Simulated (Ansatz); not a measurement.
Program: Ansatz. Geometries: PBE0-D4/def2-TZVP. ΔE: electronic, gas phase. CCSD(T)/CBS adds triple-zeta CCSD(T) − MP2 to the extrapolated MP2 energy (def2 sets, frozen cores). This one scheme is used for every species. DFT in def2-TZVPP. def2 core potentials past Kr. For Sn outer-core shells are correlated without core-valence functions, which leaves a few kJ/mol of doubt a bond. One conformer a species, not always the lowest.

Reaction (formal exchange of groups at the Sn–B bond): `F[SiH2][BH][SnH3]` + `[AlH2][SiH3]` → `[SiH3][AlH][SnH3]` + `B[SiH2]F`

```
             level  ΔE (eV)
           ωB97M-V    -0.47
      MP2/def2-SVP    -0.43
SCS-MP2/def2-QZVPP    -0.48
      HF/CBS(def2)    -0.52
```

**Question.** What does CCSD(T)/CBS give? (Estimate.)

**Answer.** The calculation gave: -0.48 eV. The listed levels differ from it by 0.01, 0.05, 0.00, -0.04 eV.

Largest T1 diagnostic among the species: 0.014.

Leaving LDA and LC-ωPBE aside and taking each functional with its dispersion term where it has one, the values, not all of them listed here, spread over 0.17 eV, from r2SCAN0-D4 to B97M-V. LDA lies +0.04 eV from PBE without D4. In def2-TZVPP, CCSD(T) changes the Hartree–Fock value by +0.06 eV (the triples alone add +0.01 eV) and MP2 by +0.04 eV.
